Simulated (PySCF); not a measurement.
One formula, C5H4F4O2, several structures.

PySCF, wB97X-D/def2-SVPD, density fitting, gas phase; each molecule at its own PBE0-D3(BJ)/def2-SVP geometry, one conformer. Singlet excitations by full TDDFT with frozen cores and triplets by Tamm–Dancoff TDDFT. 

Torsions of the conformers computed, which needn't be the lowest (atom-mapped SMILES):
- `[F:1][C@H:2]1[CH:3]=[C:4]([O:5][C:6]([F:7])([F:8])[F:9])[CH2:10][O:11]1`: C3–C4–O5–C6 9°, C4–O5–C6–F7 179°
- `[O:1]=[C:2]([C@@H:3]1[O:4][CH2:5][C@H:6]1[F:7])[C:8]([F:9])([F:10])[F:11]`: O1–C2–C3–O4 -159°, O1–C2–C8–F9 -129°
- `[F:1][CH:2]([F:3])[O:4][C:5]1([O:6][CH:7]([F:8])[F:9])[CH:10]=[CH:11]1`: F1–C2–O4–C5 -167°, C2–O4–C5–O6 72°, O4–C5–O6–C7 73°, C5–O6–C7–F8 77°
- `[F:1]/[CH:2]=[CH:3]\[O:4]/[CH:5]=[C:6](/[F:7])[O:8][CH:9]([F:10])[F:11]`: C2–C3–O4–C5 -3°, C3–O4–C5–C6 174°, C5–C6–O8–C9 117°, C6–O8–C9–F10 -73°
- `[O:1]=[C:2]([C@@H:3]1[O:4][CH2:5][C@@H:6]1[F:7])[C:8]([F:9])([F:10])[F:11]`: O1–C2–C3–O4 -167°, O1–C2–C8–F9 -129°
- `[CH2:1]=[C:2]([O:3][CH:4]([F:5])[F:6])[C:7](=[O:8])[CH:9]([F:10])[F:11]`: C1–C2–O3–C4 -27°, C2–O3–C4–F5 -165°, C1–C2–C7–O8 -10°, C2–C7–C9–F10 177°
- `[F:1]/[CH:2]=[CH:3]/[O:4]/[CH:5]=[C:6](/[F:7])[O:8][CH:9]([F:10])[F:11]`: C2–C3–O4–C5 177°, C3–O4–C5–C6 174°, C5–C6–O8–C9 109°, C6–O8–C9–F10 171°
- `[O:1]=[C:2]1[O:3][C@@H:4]([F:5])[C@H:6]1[CH2:7][C:8]([F:9])([F:10])[F:11]`: C4–C6–C7–C8 -87°, C6–C7–C8–F9 57°
- `[F:1]/[CH:2]=[CH:3]/[O:4]/[CH:5]=[C:6](\[F:7])[O:8][CH:9]([F:10])[F:11]`: C2–C3–O4–C5 177°, C3–O4–C5–C6 -176°, C5–C6–O8–C9 -114°, C6–O8–C9–F10 -167°
- `[F:1][C@@H:2]1[CH:3]=[CH:4][O:5][C@H:6]1[O:7][C:8]([F:9])([F:10])[F:11]`: O5–C6–O7–C8 -73°, C6–O7–C8–F9 -49°
- `[O:1]=[C:2]1[C@@H:3]([CH2:4][F:5])[O:6][C@@H:7]1[C:8]([F:9])([F:10])[F:11]`: C2–C3–C4–F5 41°, O6–C7–C8–F9 -176°
- `[F:1][C@@H:2]1[CH:3]=[CH:4][O:5][C@@H:6]1[O:7][C:8]([F:9])([F:10])[F:11]`: O5–C6–O7–C8 87°, C6–O7–C8–F9 179°
- `[O:1]=[C:2]1[O:3][C@@H:4]([F:5])[C@@H:6]1[CH2:7][C:8]([F:9])([F:10])[F:11]`: C4–C6–C7–C8 78°, C6–C7–C8–F9 -60°
- `[F:1][C:2]1=[C:3]([O:4][CH:5]([F:6])[F:7])[O:8][CH2:9][C@H:10]1[F:11]`: C2–C3–O4–C5 -147°, C3–O4–C5–F6 -175°
- `[O:1]=[C:2]1[C@H:3]([C:4]([F:5])([F:6])[F:7])[O:8][C@@H:9]1[CH2:10][F:11]`: C2–C3–C4–F5 -165°, O8–C9–C10–F11 80°

Reference: `F[C@H]1C=C(OC(F)(F)F)CO1`, with HOMO energy -9.88 eV, LUMO energy 1.33 eV, lowest singlet excitation 7.12 eV, lowest triplet excitation 4.53 eV, mean polarisability 67.3 au and dipole moment 1.62 D.

Changes against it:

```tsv
molecule	Δ electronic energy (kcal/mol)	Δ HOMO energy (eV)	Δ LUMO energy (eV)	Δ lowest singlet excitation (eV)	Δ lowest triplet excitation (eV)	Δ mean polarisability (au)	Δ dipole moment (D)
O=C([C@@H]1OC[C@@H]1F)C(F)(F)F	+22.2	-0.20	-1.61	-3.03	-1.00	-2.3	+2.17
C=C(OC(F)F)C(=O)C(F)F	+14.3	-0.38	-2.22	-3.29	-1.22	+3.3	+0.99
F/C=C/O/C=C(/F)OC(F)F	+45.0	+1.52	+0.49	-0.87	-0.50	+9.9	+0.29
O=C1O[C@@H](F)[C@H]1CC(F)(F)F	-18.8	-1.02	-0.22	-1.15	+0.94	-2.3	+0.08
F/C=C/O/C=C(\F)OC(F)F	+44.0	+1.48	+0.48	-0.98	-0.48	+10.8	-1.15
F[C@@H]1C=CO[C@H]1OC(F)(F)F	+0.7	+0.44	-0.01	-0.67	-0.33	-0.4	+0.33
O=C1[C@@H](CF)O[C@@H]1C(F)(F)F	+13.2	-0.46	-1.29	-2.74	-0.68	-1.4	+1.13
F[C@@H]1C=CO[C@@H]1OC(F)(F)F	+4.4	+0.59	+0.02	-0.82	-0.37	-0.2	+1.68
O=C1O[C@@H](F)[C@@H]1CC(F)(F)F	-18.9	-0.99	-0.19	-1.16	+0.93	-2.2	+0.25
FC1=C(OC(F)F)OC[C@H]1F	+18.2	+1.00	+0.47	-0.60	-0.25	+1.3	+1.92
O=C1[C@H](C(F)(F)F)O[C@@H]1CF	+14.5	-0.66	-1.52	-2.78	-0.73	-1.4	-0.19
```

Rows whose labels were lost:

```
row  Δ electronic energy (kcal/mol)  Δ HOMO energy (eV)  Δ LUMO energy (eV)  Δ lowest singlet excitation (eV)  Δ lowest triplet excitation (eV)  Δ mean polarisability (au)  Δ dipole moment (D)
  P                           +21.5               -0.32               -1.74                             -3.05                             -1.03                        -1.8                +0.88
  Q                           +43.9               -0.86               -0.36                             -0.61                             +0.40                        -0.7                +0.44
  R                           +44.4               +1.43               +0.33                             -0.97                             -0.50                        +9.2                -0.02
```

Q: Which row belongs to which of `O=C([C@@H]1OC[C@H]1F)C(F)(F)F`, `FC(F)OC1(OC(F)F)C=C1` and `F/C=C\O/C=C(/F)OC(F)F`?

A: P = `O=C([C@@H]1OC[C@H]1F)C(F)(F)F`, Q = `FC(F)OC1(OC(F)F)C=C1` and R = `F/C=C\O/C=C(/F)OC(F)F`. P and Q are told apart most clearly by the lowest singlet excitation (-3.05 against -0.61 eV); P and R are told apart most clearly by the electronic energy (+21.5 against +44.4 kcal/mol); Q and R are told apart most clearly by the HOMO energy (-0.86 against +1.43 eV); P comes close to the labelled row of `O=C1[C@@H](CF)O[C@@H]1C(F)(F)F` in every column; R comes close to the labelled row of `F/C=C/O/C=C(/F)OC(F)F` in every column.

Q: Fit a straight line for the change of the LUMO energy against that of the lowest singlet excitation over the labelled rows, and test it on P, Q and R.

A: Over the 11 labelled rows the slope is 0.882 eV/eV, the intercept +0.94 eV, r = 0.97 and the standard error 0.25 eV. P: predicted -1.75, computed -1.74 eV; Q: predicted +0.40, computed -0.36 eV; R: predicted +0.09, computed +0.33 eV. The mean miss is 0.34 eV, against 0.74 eV for guessing the labelled rows' mean: the line carries over to these rows.

wB97X-D is run here without its empirical dispersion term; that term would change no orbital, density or response property at a fixed geometry.
